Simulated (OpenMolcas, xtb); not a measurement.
## How methods differ on BSiH3OF2 (SMILES FB(F)O[SiH3])

BSiH3OF2: 8 atoms, total charge 0, spin state singlet. As SMILES, `FB(F)O[SiH3]`. The coordinates come from a PBE0-D4/def2-TZVP relaxation.

Quantity: the vertical ionisation energy (to the doublet cation), in eV. The values are calculated.

| level | kind | program | value (eV) | CPU time (all runs) |
| --- | --- | --- | --- | --- |
| GFN1-xTB | semi-empirical | xtb | 15.85 | under 2 s |
| HF/cc-pVDZ | Hartree–Fock | OpenMolcas | 12.23 | 31 s |
| SVWN5/cc-pVDZ | LDA | OpenMolcas | 11.44 | 1.9 min |
| PBE/cc-pVDZ | GGA | OpenMolcas | 11.34 | 2.8 min |
| r2SCAN/cc-pVDZ | meta-GGA | OpenMolcas | 11.66 | 3.3 min |
| B3LYP/cc-pVDZ | global hybrid | OpenMolcas | 11.87 | 2.2 min |
| M06-2X/cc-pVDZ | hybrid meta-GGA | OpenMolcas | 12.22 | 3 min |

The values span 11.34 to 15.85 eV. The xTB values lack the empirical shift that such differences need. Times are those of the runs behind each value, whatever else they computed, on shared processors of several kinds: orders of magnitude only.
